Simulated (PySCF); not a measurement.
Ge(Cl)(SH) (ClGeHS), SMILES [Cl][Ge][SH] (connectivity only; charge and spin as stated), neutral, multiplicity 1.

Geometry optimised at PBE0-D3(BJ)/def2-TZVP. One conformer was computed; it need not be the lowest.

Method: TDDFT-ωB97X/def2-SVPD (PySCF).

Vertical excitations. Gas-phase values at a fixed geometry. State labels are in the subgroup Cs.

```csv
state,symmetry,energy (eV),λ (nm),f,main pairs
S1,A",3.72,334,0.017,HOMO→LUMO 100 %
S2,A',4.93,252,0.040,HOMO−1→LUMO 91 %
S3,A",5.71,217,0.005,HOMO−2→LUMO 98 %
S4,A',6.13,202,0.062,"HOMO→LUMO+1 63 %, HOMO−3→LUMO 20 %, HOMO→LUMO+2 10 %"
S5,A",6.44,192,0.001,HOMO−4→LUMO 88 %
S6,A',6.47,192,0.114,"HOMO−3→LUMO 69 %, HOMO→LUMO+1 22 %"
S7,A",6.68,186,0.002,"HOMO−1→LUMO+2 51 %, HOMO−1→LUMO+1 13 %, HOMO−1→LUMO+4 10 %"
S8,A",6.83,182,0.023,HOMO−1→LUMO+1 81 %
S9,A',6.89,180,0.334,"HOMO→LUMO+2 68 %, HOMO→LUMO+3 16 %"
S10,A',7.22,172,0.234,"HOMO→LUMO+3 63 %, HOMO→LUMO+2 12 %"
T1,A",2.78,445,0,HOMO→LUMO 96 %
T2,A',4.06,306,0,HOMO−1→LUMO 97 %
T3,A',5.25,236,0,HOMO→LUMO+1 80 %
T4,A",5.49,226,0,HOMO−2→LUMO 91 %
```
Triplets are in the Tamm–Dancoff approximation, which puts them higher than full response would, so one can lie above its singlet here.
